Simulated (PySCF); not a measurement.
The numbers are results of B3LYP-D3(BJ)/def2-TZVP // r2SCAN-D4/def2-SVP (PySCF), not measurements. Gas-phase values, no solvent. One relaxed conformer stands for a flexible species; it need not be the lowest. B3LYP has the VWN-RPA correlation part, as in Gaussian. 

Reference species: [Y(F)2(NH2)] (neutral, multiplicity 1).

LUMO: -2.26 eV
mean distance from the central atom to its bonded neighbours: 2.052 Å
coordination number: 3
HOMO: -6.94 eV

Changed species: [Y(F)3] (0 of 3 F replaced by NH2; the reference has 1 of 3 F replaced by NH2).

What does the change do to the LUMO, mean distance from the central atom to its bonded neighbours, coordination number and HOMO?

the LUMO decreases by 0.53 eV, to -2.79 eV; the mean distance from the central atom to its bonded neighbours falls by 0.052 Å, to 2.000 Å; the coordination number hardly moves; the HOMO drops by 3.30 eV, to -10.24 eV.
